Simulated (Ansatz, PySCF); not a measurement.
Gas-phase reaction in SMILES: Cl[SiH2][SiH2]Cl → 2 [SiH2]Cl (the Si-Si bond at the site shown breaks; other sites are not compared here)
Geometries: B3LYP-D3(BJ)/def2-TZVP minima from Ansatz (a first-principles code), one conformer each, not searched for the lowest.

Wanted: bond dissociation energy (0 K, with B3LYP-D3(BJ) harmonic zero-point energies from PySCF), in kcal/mol. Correlated levels leave the core frozen unless marked. Open shells are spin-unrestricted. Spin-orbit coupling is left out. No relativistic terms. CBS marks a two-point X^-3 extrapolation of the correlation energy; Hartree-Fock from the larger set.

CCSD(T)/CBS(cc-pV(T+d)Z,cc-pV(Q+d)Z) (Ansatz) gives 76.4 kcal/mol.

### Question
Another calculation gave 70.5 kcal/mol. Which level was it?
A) revPBE/def2-TZVPD (Ansatz)
B) PBE-QIDH/def2-TZVPD (Ansatz)
C) wB97X-V/def2-TZVPD (Ansatz)
D) HSE06/def2-TZVPD (Ansatz)

### Answer
D, HSE06/def2-TZVPD (Ansatz). The others give 73.7 (PBE-QIDH), 76.8 (wB97X-V), 65.0 (revPBE) kcal/mol.
